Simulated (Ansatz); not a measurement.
A nudged elastic band was laid between two geometries of CH6BClO2 (11 atoms, charge 0, multiplicity 1).

Method: RKS PBE-D4/def2-SVP (Ansatz).

- movable images: 7
- climbing image: yes
- spring: 0.1 eV/Å²
- optimiser: quadratic models (default)
- start path: through a guess of the saddle point
- force threshold: 0.03 eV/Å
- iteration limit: 60
- end points: relaxed

First end point:

```xyz
11
Properties=species:S:1:pos:R:3
B 0.059 -0.008 0.428
O -0.941 -0.750 1.037
H -1.817 -0.389 0.817
Cl 1.671 -0.909 0.366
H -0.168 0.732 -0.520
O 0.454 1.243 1.668
C 1.449 2.219 1.298
H 2.381 1.719 0.966
H 1.024 2.795 0.457
H 1.641 2.897 2.152
H 0.814 0.678 2.387
```

Last end point:

```xyz
11
Properties=species:S:1:pos:R:3
B 0.215 0.522 0.202
O -0.640 -0.005 1.836
H -0.183 -0.870 1.928
Cl 1.550 -0.775 0.277
H -0.684 0.281 -0.584
O 0.545 1.836 0.376
C 1.614 2.270 1.195
H 2.533 1.669 1.024
H 1.825 3.333 0.959
H 1.345 2.196 2.273
H -1.554 -0.228 1.569
```

Which bonds break or form, and what moves?

Bonds broken: B1–O2, O6–H11. Bonds formed: O2–H11. CH6BClO2 becomes CH4BClO + H2O.

Give the energies along the band, and the barrier.

The run converged. The highest image is number 4 of 0 to 8, 10.7 kcal/mol above the first end and 9.7 kcal/mol above the last; the last end lies 1.1 kcal/mol above the first. The order of the point at the top wasn't checked. The orbitals stay closed-shell, which can raise the energy where a bond breaks towards radicals; this wasn't checked here.

```json
{"image": "0", "path coordinate (Å)": "0.00", "energy (kcal/mol)": "0.0", "B1–O2 (Å)": "1.39", "O6–H11 (Å)": "0.98", "O2–H11 (Å)": "2.63"}
{"image": "1", "path coordinate (Å)": "0.62", "energy (kcal/mol)": "0.2", "B1–O2 (Å)": "1.39", "O6–H11 (Å)": "0.98", "O2–H11 (Å)": "2.45"}
{"image": "2", "path coordinate (Å)": "1.25", "energy (kcal/mol)": "0.5", "B1–O2 (Å)": "1.40", "O6–H11 (Å)": "0.98", "O2–H11 (Å)": "2.24"}
{"image": "3", "path coordinate (Å)": "1.87", "energy (kcal/mol)": "1.5", "B1–O2 (Å)": "1.42", "O6–H11 (Å)": "0.99", "O2–H11 (Å)": "1.93"}
{"image": "4", "path coordinate (Å)": "2.49", "energy (kcal/mol)": "10.7", "B1–O2 (Å)": "1.56", "O6–H11 (Å)": "1.25", "O2–H11 (Å)": "1.22"}
{"image": "5", "path coordinate (Å)": "3.35", "energy (kcal/mol)": "3.4", "B1–O2 (Å)": "1.95", "O6–H11 (Å)": "2.14", "O2–H11 (Å)": "0.98"}
{"image": "6", "path coordinate (Å)": "4.20", "energy (kcal/mol)": "2.6", "B1–O2 (Å)": "2.06", "O6–H11 (Å)": "2.53", "O2–H11 (Å)": "0.98"}
{"image": "7", "path coordinate (Å)": "5.04", "energy (kcal/mol)": "1.8", "B1–O2 (Å)": "2.00", "O6–H11 (Å)": "2.90", "O2–H11 (Å)": "0.98"}
{"image": "8", "path coordinate (Å)": "5.89", "energy (kcal/mol)": "1.1", "B1–O2 (Å)": "1.92", "O6–H11 (Å)": "3.18", "O2–H11 (Å)": "0.98"}
```

What is the geometry of the highest image?


```xyz
11
Properties=species:S:1:pos:R:3:forces:R:3
B 0.219 0.157 0.298 0.00 0.00 0.00
O -0.656 -0.398 1.468 -0.01 0.02 -0.01
H -1.591 -0.444 1.192 0.00 -0.01 0.00
Cl 1.797 -0.746 0.178 0.00 0.00 0.00
H -0.403 0.264 -0.746 0.00 0.00 0.00
O 0.337 1.496 1.070 -0.01 0.00 0.00
C 1.562 2.153 1.390 0.01 0.00 0.00
H 2.338 1.433 1.723 0.00 0.00 0.00
H 1.934 2.689 0.493 0.00 0.00 0.00
H 1.358 2.893 2.189 0.00 0.00 0.00
H -0.328 0.733 1.802 0.00 0.00 0.00
```

Time of the run: 4.4 min on 2 threads of Arm Neoverse V1, on a shared host, peak memory 0.14 GiB.
